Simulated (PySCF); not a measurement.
(E)-2-chlorobut-2-ene (C4H7Cl), SMILES C/C=C(\C)Cl. Atoms are numbered in the order given.

```xyz
12

C      0.3618     2.4246     0.0000
C      0.7033     0.9647     0.0000
C     -0.1629    -0.0565     0.0000
C     -1.6590    -0.0186     0.0000
Cl     0.4741    -1.7059     0.0000
H      0.7926     2.9258     0.8841
H     -0.7203     2.6146     0.0000
H      0.7926     2.9258    -0.8841
H      1.7689     0.7149     0.0000
H     -2.0576    -0.5390     0.8861
H     -2.0576    -0.5390    -0.8861
H     -2.0375     1.0123     0.0000
```

Coordinates come from a B3LYP-D3(BJ)/def2-SVP optimisation.

The numbers are results of B3LYP-D3(BJ)/def2-SVP (PySCF 2.14.0), not measurements.

Frequencies are harmonic and unscaled.

```json
[
 {"mode": "1", "ν (cm⁻¹)": "135", "IR (km/mol)": "0.9", "Raman (Å⁴/amu)": "0.1", "depolarisation": "0.75", "moving atoms (share of kinetic energy)": "H 97 %"},
 {"mode": "2", "ν (cm⁻¹)": "177", "IR (km/mol)": "0.5", "Raman (Å⁴/amu)": "0.0", "depolarisation": "–", "moving atoms (share of kinetic energy)": "H 88 %, C 11 %"},
 {"mode": "3", "ν (cm⁻¹)": "232", "IR (km/mol)": "0.4", "Raman (Å⁴/amu)": "0.5", "depolarisation": "0.75", "moving atoms (share of kinetic energy)": "C 51 %, H 39 %, Cl 9 %"},
 {"mode": "4", "ν (cm⁻¹)": "269", "IR (km/mol)": "0.4", "Raman (Å⁴/amu)": "1.1", "depolarisation": "0.71", "moving atoms (share of kinetic energy)": "C 61 %, H 25 %, Cl 14 %"},
 {"mode": "5", "ν (cm⁻¹)": "350", "IR (km/mol)": "0.8", "Raman (Å⁴/amu)": "2.7", "depolarisation": "0.63", "moving atoms (share of kinetic energy)": "C 55 %, H 28 %, Cl 18 %"},
 {"mode": "6", "ν (cm⁻¹)": "440", "IR (km/mol)": "8.3", "Raman (Å⁴/amu)": "5.7", "depolarisation": "0.32", "moving atoms (share of kinetic energy)": "C 42 %, Cl 41 %, H 16 %"},
 {"mode": "7", "ν (cm⁻¹)": "449", "IR (km/mol)": "2.9", "Raman (Å⁴/amu)": "3.6", "depolarisation": "0.75", "moving atoms (share of kinetic energy)": "C 66 %, H 33 %"},
 {"mode": "8", "ν (cm⁻¹)": "684", "IR (km/mol)": "18.5", "Raman (Å⁴/amu)": "5.5", "depolarisation": "0.21", "moving atoms (share of kinetic energy)": "C 62 %, H 27 %, Cl 12 %"},
 {"mode": "9", "ν (cm⁻¹)": "851", "IR (km/mol)": "16.0", "Raman (Å⁴/amu)": "4.7", "depolarisation": "0.75", "moving atoms (share of kinetic energy)": "H 84 %, C 16 %"},
 {"mode": "10", "ν (cm⁻¹)": "917", "IR (km/mol)": "15.8", "Raman (Å⁴/amu)": "4.3", "depolarisation": "0.32", "moving atoms (share of kinetic energy)": "C 53 %, H 45 %"},
 {"mode": "11", "ν (cm⁻¹)": "1006", "IR (km/mol)": "10.9", "Raman (Å⁴/amu)": "2.2", "depolarisation": "0.32", "moving atoms (share of kinetic energy)": "H 55 %, C 44 %"},
 {"mode": "12", "ν (cm⁻¹)": "1048", "IR (km/mol)": "0.4", "Raman (Å⁴/amu)": "0.7", "depolarisation": "0.75", "moving atoms (share of kinetic energy)": "H 65 %, C 35 %"},
 {"mode": "13", "ν (cm⁻¹)": "1053", "IR (km/mol)": "0.0", "Raman (Å⁴/amu)": "0.6", "depolarisation": "0.75", "moving atoms (share of kinetic energy)": "H 66 %, C 34 %"},
 {"mode": "14", "ν (cm⁻¹)": "1080", "IR (km/mol)": "38.6", "Raman (Å⁴/amu)": "2.2", "depolarisation": "0.73", "moving atoms (share of kinetic energy)": "C 53 %, H 46 %"},
 {"mode": "15", "ν (cm⁻¹)": "1154", "IR (km/mol)": "27.1", "Raman (Å⁴/amu)": "2.1", "depolarisation": "0.75", "moving atoms (share of kinetic energy)": "C 60 %, H 40 %"},
 {"mode": "16", "ν (cm⁻¹)": "1332", "IR (km/mol)": "1.4", "Raman (Å⁴/amu)": "6.9", "depolarisation": "0.45", "moving atoms (share of kinetic energy)": "H 77 %, C 23 %"},
 {"mode": "17", "ν (cm⁻¹)": "1399", "IR (km/mol)": "0.2", "Raman (Å⁴/amu)": "19.2", "depolarisation": "0.56", "moving atoms (share of kinetic energy)": "H 73 %, C 27 %"},
 {"mode": "18", "ν (cm⁻¹)": "1403", "IR (km/mol)": "7.3", "Raman (Å⁴/amu)": "20.6", "depolarisation": "0.39", "moving atoms (share of kinetic energy)": "H 73 %, C 27 %"},
 {"mode": "19", "ν (cm⁻¹)": "1445", "IR (km/mol)": "6.9", "Raman (Å⁴/amu)": "8.4", "depolarisation": "0.75", "moving atoms (share of kinetic energy)": "H 97 %"},
 {"mode": "20", "ν (cm⁻¹)": "1454", "IR (km/mol)": "8.3", "Raman (Å⁴/amu)": "18.8", "depolarisation": "0.75", "moving atoms (share of kinetic energy)": "H 96 %"},
 {"mode": "21", "ν (cm⁻¹)": "1455", "IR (km/mol)": "3.9", "Raman (Å⁴/amu)": "2.5", "depolarisation": "0.74", "moving atoms (share of kinetic energy)": "H 96 %"},
 {"mode": "22", "ν (cm⁻¹)": "1464", "IR (km/mol)": "7.3", "Raman (Å⁴/amu)": "51.7", "depolarisation": "0.66", "moving atoms (share of kinetic energy)": "H 94 %"},
 {"mode": "23", "ν (cm⁻¹)": "1743", "IR (km/mol)": "14.2", "Raman (Å⁴/amu)": "36.5", "depolarisation": "0.16", "moving atoms (share of kinetic energy)": "C 94 %"},
 {"mode": "24", "ν (cm⁻¹)": "3020", "IR (km/mol)": "28.7", "Raman (Å⁴/amu)": "205.1", "depolarisation": "0.07", "moving atoms (share of kinetic energy)": "H 97 %"},
 {"mode": "25", "ν (cm⁻¹)": "3034", "IR (km/mol)": "13.1", "Raman (Å⁴/amu)": "211.9", "depolarisation": "0.04", "moving atoms (share of kinetic energy)": "H 97 %"},
 {"mode": "26", "ν (cm⁻¹)": "3077", "IR (km/mol)": "14.4", "Raman (Å⁴/amu)": "134.6", "depolarisation": "0.75", "moving atoms (share of kinetic energy)": "H 91 %, C 9 %"},
 {"mode": "27", "ν (cm⁻¹)": "3102", "IR (km/mol)": "8.3", "Raman (Å⁴/amu)": "101.0", "depolarisation": "0.75", "moving atoms (share of kinetic energy)": "H 91 %, C 9 %"},
 {"mode": "28", "ν (cm⁻¹)": "3131", "IR (km/mol)": "11.3", "Raman (Å⁴/amu)": "47.7", "depolarisation": "0.69", "moving atoms (share of kinetic energy)": "H 91 %, C 9 %"},
 {"mode": "29", "ν (cm⁻¹)": "3145", "IR (km/mol)": "13.0", "Raman (Å⁴/amu)": "86.7", "depolarisation": "0.69", "moving atoms (share of kinetic energy)": "H 91 %, C 9 %"},
 {"mode": "30", "ν (cm⁻¹)": "3168", "IR (km/mol)": "7.7", "Raman (Å⁴/amu)": "63.1", "depolarisation": "0.20", "moving atoms (share of kinetic energy)": "H 92 %, C 8 %"}
]
```
